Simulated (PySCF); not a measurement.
**Electronic structure of Sc²⁺ (scandium, charge +2) at the r2SCAN level**

Configuration: [Ar] 3d1, 2D determinant. All numbers are calculated (PySCF 2.14, no relativity, point nucleus, in def2-QZVPPD (11s6p5d3f2g, 93 functions)).

```
Total energy                                                  : -759.877 hartree
One-electron energy                                           : -1028.687 hartree
Hartree (Coulomb) energy                                      : 307.385 hartree
Exchange-correlation energy                                   : -38.574 hartree
Kinetic energy                                                : 758.53934 hartree
⟨S²⟩                                                          : 0.7510
⟨L²⟩                                                          : 6.011
Sum of ⟨r⟩                                                    : 13.39 bohr
Sum of ⟨r²⟩                                                   : 16.25 bohr²
Traceless quadrupole moment −½Σ⟨3z² − r²⟩ along its main axis : 0.829 e·bohr²
Density at the nucleus (Gaussians lack the cusp)              : 6140 bohr⁻³
Spin density at the nucleus                                   : -0.149 bohr⁻³
Langevin diamagnetic susceptibility                           : -12.9 ×10⁻⁶ cm³/mol
Time after the integrals                                      : about 6 core-seconds
```

```
shell  electrons  mean orbital energy (hartree)  spread (hartree)  rms radius, mean of both spins (bohr)
 1s β          1                     -161.91517                 0                                 0.0853
 1s α          1                     -161.91499                 0                                 0.0853
 2s α          1                      -18.08579                 0                                  0.375
 2s β          1                      -18.07477                 0                                  0.375
 2p α          3                      -14.99248           0.00985                                  0.342
 2p β          3                      -14.98374           0.01926                                  0.342
 3s α          1                       -2.64256                 0                                   1.16
 3s β          1                       -2.60928                 0                                   1.16
 3p α          3                       -1.84187           0.01026                                   1.26
 3p β          3                       -1.80561           0.05115                                   1.26
 3d α          1                       -0.69812                 0                                   1.74
```
